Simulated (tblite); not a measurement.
Run record: molecular-dynamics run, `COCc1cc(=O)c1=O`.

Computed with GFN2-xTB (tblite), gas phase: Langevin dynamics at 400 K from the optimised GFN2-xTB geometry, time step 0.5 fs, friction 0.01 fs⁻¹, 2000 steps. A driver script takes a list of jobs; this job's settings line and coordinates (Å) are shown. «temperature» is in K, «steps» counts time steps and «every» is the stride of the printed frames; «frames» go on to single points.

Command:
```bash
OMP_NUM_THREADS=1 python probes_run.py task.json out
```

Input:
```
{"job": {"kind": "md", "xc": "GFN2-xTB", "basis": "xTB", "temperature": 400, "steps": 2000, "every": 50, "frames": 5}, "charge": 0, "multiplicity": 1}
C     -2.585004     0.342488    -0.824328
O     -1.198594     0.108086    -0.869003
C     -0.596733     0.142453     0.398199
C      0.852742    -0.109418     0.299887
C      1.725735    -0.364158    -0.709843
C      2.900148    -0.464480     0.191706
O      4.068760    -0.674393     0.073922
C      1.916163    -0.174619     1.352893
O      1.947069    -0.053212     2.539592
H     -3.097474    -0.415957    -0.220222
H     -2.807834     1.334420    -0.412973
H     -2.939537     0.288101    -1.850940
H     -0.752259     1.122464     0.885433
H     -1.041019    -0.615952     1.068594
H      1.603423    -0.457836    -1.772174
```

Output:
```
t/fs     T/K      E/eV
    0.0   319.0   -762.03608
   25.0   237.5   -761.80522
   50.0   279.5   -761.66712
   75.0   286.7   -761.59188
  100.0   284.9   -761.65775
  125.0   276.4   -761.56446
  150.0   150.3   -761.50195
  175.0   262.0   -761.46715
  200.0   342.4   -761.55051
  225.0   413.2   -761.73776
  250.0   312.5   -761.55785
  275.0   389.9   -761.48541
  300.0   279.7   -761.27629
  325.0   431.3   -761.53640
  350.0   541.0   -761.45592
  375.0   341.4   -761.12118
  400.0   478.6   -761.09004
  425.0   467.6   -761.38961
  450.0   305.5   -761.24339
  475.0   462.0   -761.42004
  500.0   507.6   -761.29664
  525.0   506.8   -761.26356
  550.0   555.6   -761.33549
  575.0   407.7   -761.13249
  600.0   609.1   -761.36776
  625.0   597.6   -761.07383
  650.0   412.1   -761.09365
  675.0   462.4   -761.18985
  700.0   498.8   -761.30367
  725.0   522.7   -761.42010
  750.0   551.0   -761.28211
  775.0   363.1   -761.11407
  800.0   399.7   -761.12968
  825.0   508.3   -761.34988
  850.0   490.8   -761.06626
  875.0   365.3   -760.97134
  900.0   327.6   -761.08581
  925.0   295.5   -761.18566
  950.0   396.5   -761.31141
  975.0   419.6   -761.42039
 1000.0   391.7   -761.39137
```

E is the potential energy; T comes from the kinetic energy over all 3N coordinates.

Sum up the printed frames.

41 frames over 1000 fs. T runs from 150 K (150 fs) to 609 K (600 fs), with a mean of 401 K over all frames and 457 K from 500 fs on. E starts at -762.036 eV, peaks 1.065 eV above that at 875 fs, and averages 0.808 eV above it from 500 fs on.

Give the last frame.

0.13 Å rms from the start after alignment:
```
atom  x, y, z in Å  |  force x, y, z in eV/Å
C1     -2.978    0.420    0.439   -1.484   1.455  -0.046
O2     -1.758    0.041   -0.045    2.228   0.407   0.811
C3     -0.618    0.689    0.685   -0.546  -1.923  -2.970
C4      0.680    0.067    0.158   -0.511  -0.697   0.522
C5      1.101   -1.104   -0.502   -1.654   2.464   0.483
C6      2.516   -0.700   -0.404    0.685  -1.348  -0.540
O7      3.510   -1.225   -0.832   -0.232   0.710   0.334
C8      2.074    0.485    0.475    1.744   0.236   0.478
O9      2.733    1.224    1.179   -1.593  -0.596  -0.815
H10    -3.167    0.336    1.535    0.413  -0.418  -0.533
H11    -3.219    1.511    0.206    0.307  -0.847   0.074
H12    -3.671   -0.191   -0.141   -0.239   0.016   0.309
H13    -0.668    1.748    0.417    0.206  -0.009   0.585
H14    -0.789    0.383    1.696    0.311   0.442   0.885
H15     0.517   -1.840   -1.048    0.364   0.106   0.422
```

Estimate the wall time. Hardware: Intel Xeon at 2.50 GHz, one thread, shared host with 64 logical CPUs at a one-minute load of 54. And the peak memory of the process?

About 35 s, with 0.18 GiB resident at the peak, the Python interpreter and its libraries included.
